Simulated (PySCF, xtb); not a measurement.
HOSi, SMILES [Si]=[OH+] (connectivity only; charge and spin as stated), charge +1, multiplicity 1.

Harmonic wavenumbers (cm⁻¹) from GFN2-xTB (xtb) at its own minimum, in rising order: 498, 498, 1246, 3376.

Q: What does PySCF with PBE-D3(BJ)/def2-TZVPD give at its own minimum? (An estimate is asked for; the answer gives what the named calculation found.)

A: 348, 348, 1084, 3689. Paired by order, the mean absolute difference is 193 cm⁻¹ and the zero-point energies are 8.0 and 7.8 kcal/mol.
